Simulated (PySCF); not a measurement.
SMILES F[Si](F)(C#CB(C)C)F (C₄H₆BF₃Si), GFN2-xTB optimised geometry.

```
15

Si    -1.40    -2.51     0.00
F     -0.58    -3.68     0.70
F     -2.79    -2.48     0.76
F     -1.73    -3.04    -1.45
C     -0.52    -0.90     0.00
C      0.06     0.16     0.00
B      0.78     1.49     0.00
C     -0.07     2.81     0.00
C      2.36     1.49     0.00
H     -0.36     3.03     1.03
H     -0.99     2.73    -0.56
H      0.48     3.68    -0.36
H      2.78     0.69     0.60
H      2.79     2.43     0.33
H      2.70     1.32    -1.02
```

Density from CAM-B3LYP/def2-TZVP (PySCF) at that geometry.

Minimum of the electron density along straight lines between bonded atoms, close to the bond critical point (lines longer than 1.1 times the sum of covalent radii, or with two minima, are not listed):

| bond | length / Å | ρ at the minimum / e bohr⁻³ | ∇²ρ there / e bohr⁻⁵ | position (fraction from the first atom) |
|---|---|---|---|---|
| Si1–F2 | 1.586 | 0.146 | 1.02 | 0.42 |
| Si1–F3 | 1.586 | 0.146 | 1.02 | 0.42 |
| Si1–F4 | 1.586 | 0.146 | 1.02 | 0.42 |
| Si1–C5 | 1.824 | ___ | ___ | 0.39 |
| C5–C6 | 1.214 | 0.425 | ___ | 0.49 |
| C6–B7 | 1.514 | 0.188 | 0.03 | 0.68 |
| B7–C8 | 1.573 | 0.191 | -0.40 | 0.34 |
| B7–C9 | 1.573 | 0.191 | -0.40 | 0.34 |
| C8–H10 | 1.091 | 0.269 | -0.89 | 0.64 |
| C8–H11 | 1.088 | 0.276 | -0.94 | 0.64 |
| C8–H12 | 1.087 | 0.277 | -0.94 | 0.64 |
| C9–H13 | 1.088 | 0.276 | -0.93 | 0.64 |
| C9–H14 | 1.087 | 0.277 | -0.94 | 0.64 |
| C9–H15 | 1.091 | 0.269 | -0.89 | 0.64 |

Question: Complete the blanks.

Answer: 
- Si1–C5, ρ at the minimum / e bohr⁻³: 0.128
- Si1–C5, ∇²ρ there / e bohr⁻⁵: 0.25
- C5–C6, ∇²ρ there / e bohr⁻⁵: -1.33
